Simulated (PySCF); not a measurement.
hexafluoropropylene oxide (C3F6O), SMILES FC(C1(C(F)(F)O1)F)(F)F. Geometry optimised at PBE0-D3(BJ)/def2-SVP.

Q: Give the equilibrium geometry at PBE0-D3(BJ)/def2-SVP (PySCF confirms it by a frequency run) as a Z-matrix. (An estimate is asked for; the answer gives what the named calculation found.)

A: 
```
C
F 1 1.3285
O 1 1.4062 2 115.74
C 3 1.3672 1 63.23 2 -109.91
F 4 1.3163 3 116.94 1 -115.62
F 4 1.3166 5 110.06 3 136.16
C 1 1.5229 2 110.90 3 135.46
F 7 1.3225 1 110.74 2 -177.74
F 7 1.3258 8 108.94 1 -120.90
F 7 1.3271 8 109.05 9 -118.55
```
